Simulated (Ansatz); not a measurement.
C2H7NOSi, SMILES `CN[SiH2]C=O`, relaxed with RKS PBE-D4/def2-SVP in Ansatz 0.2.0 from a rough embedded geometry. The force threshold is 0.03 eV/Å; the program also tests the step.

Total charge 0; spin multiplicity 1.

Start:

```xyz
12

C     1.014    1.277    0.601
N     0.340    0.099    0.997
Si   -0.999   -0.501    0.132
C    -0.651   -1.261   -1.474
O     0.507   -1.698   -1.736
H     1.894    1.476    1.330
H     0.419    2.164    0.601
H     1.526    1.138   -0.354
H     0.998   -0.640    1.090
H    -1.649   -1.503    1.046
H    -1.978    0.651    0.027
H    -1.422   -1.203   -2.259
```

By how much does the energy fall, and how many steps does the optimiser take? (An estimate is asked.)

Computed: 58.20 kJ/mol, in 15 steps, 2 of them rejected.

Which bonds change most? (An estimate is asked.)

Computed: Si3–C4 from 1.810 to 1.949 Å; C1–H6 from 1.160 to 1.111 Å; C4–O5 from 1.265 to 1.221 Å; C1–N2 from 1.414 to 1.458 Å.

Give the relaxed structure. (An estimate is asked.)

Computed: 
```xyz
12

C     1.167    1.183    0.552
N     0.357    0.086    1.064
Si   -1.056   -0.496    0.243
C    -0.682   -1.095   -1.573
O     0.437   -1.002   -2.051
H     1.746    1.667    1.368
H     0.506    1.966    0.124
H     1.878    0.882   -0.251
H     0.893   -0.607    1.593
H    -1.622   -1.654    1.023
H    -2.089    0.598    0.111
H    -1.534   -1.529   -2.203
```
